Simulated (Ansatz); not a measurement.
Geometry optimisation, RKS PBE0/def2-SVP in Ansatz 0.2.0.

Input file:

```yaml
crystal:
  periodic: [false, false, false]
  atoms:
    - { symbol: Zn, position_ang: [-1.0679, 0.2397, -0.2155] }
    - { symbol: C, position_ang: [1.0191, -0.7111, 0.0341] }
    - { symbol: O, position_ang: [-1.7339, -0.3299, -1.723] }
    - { symbol: H, position_ang: [0.7382, 0.1311, 1.0991] }
    - { symbol: S, position_ang: [-0.2212, 1.3271, 2.0488] }
    - { symbol: H, position_ang: [2.0, -1.1004, 0.2843] }
    - { symbol: H, position_ang: [1.1093, -0.1868, -0.9176] }
    - { symbol: H, position_ang: [0.3417, -1.5662, -0.0205] }
    - { symbol: H, position_ang: [-2.6171, -0.09, -1.9967] }
    - { symbol: H, position_ang: [0.4317, 2.2866, 1.4069] }
basis:
  gaussian: { orbitals: def2-SVP }
hamiltonian:
  xc: pbe0
relax:
  f_tol: 0.15
  max_steps: 25
  restrain:
    - { distance: [0, 4], at: 3.57, k: 30.0 }
    - { distance: [3, 1], at: 2.37, k: 30.0 }
    - { distance: [0, 1], at: 1.98, k: 30.0 }
    - { distance: [3, 4], at: 1.36, k: 30.0 }
output:
  orbitals: {}
```

Run as:

```bash
$ ansatz run input.yaml --threads 2 --pin off --max-ram 3072MiB --backend cpu --events-out ev --progress --plain --runs-dir out
```

Question: Where does it end, and by what steps?

Answer: The run converged. The restraints hold the end off the free minimum. After 10 steps the energy has fallen by 0.934 eV (the restraints' own energy left out); Zn1 moved furthest, 1.00 Å. Parted: Zn1–S5. Joined: H4–S5.

```json
{"step": "0", "energy less start (eV)": "0.0000", "largest force component (eV/Å)": "2.539", "accepted": "yes"}
{"step": "1", "energy less start (eV)": "1.1558", "largest force component (eV/Å)": "3.925", "accepted": "yes"}
{"step": "2", "energy less start (eV)": "1.5746", "largest force component (eV/Å)": "4.434", "accepted": "yes"}
{"step": "3", "energy less start (eV)": "1.2870", "largest force component (eV/Å)": "3.301", "accepted": "yes"}
{"step": "4", "energy less start (eV)": "0.3403", "largest force component (eV/Å)": "1.213", "accepted": "yes"}
{"step": "5", "energy less start (eV)": "-0.1608", "largest force component (eV/Å)": "0.792", "accepted": "yes"}
{"step": "6", "energy less start (eV)": "-0.4660", "largest force component (eV/Å)": "0.838", "accepted": "yes"}
{"step": "7", "energy less start (eV)": "-0.6712", "largest force component (eV/Å)": "0.550", "accepted": "yes"}
{"step": "8", "energy less start (eV)": "-0.8230", "largest force component (eV/Å)": "0.419", "accepted": "yes"}
{"step": "9", "energy less start (eV)": "-0.8941", "largest force component (eV/Å)": "0.638", "accepted": "yes"}
{"step": "10", "energy less start (eV)": "-0.9340", "largest force component (eV/Å)": "0.342", "accepted": "yes"}
```

```xyz
10
Properties=species:S:1:pos:R:3
Zn -0.695 -0.371 -0.910
C 1.067 -1.002 -0.302
O -2.187 0.014 -1.801
H 0.369 0.518 1.392
S -0.283 1.459 2.125
H 1.460 -0.645 0.665
H 1.811 -0.734 -1.075
H 1.045 -2.105 -0.253
H -2.920 0.400 -1.311
H 0.332 2.466 1.469
```

Whether the end is a true minimum wasn't checked by a vibrational analysis.

The run took 36 s on 2 threads of Arm Neoverse V2 (shared host), peak memory 0.25 GiB.
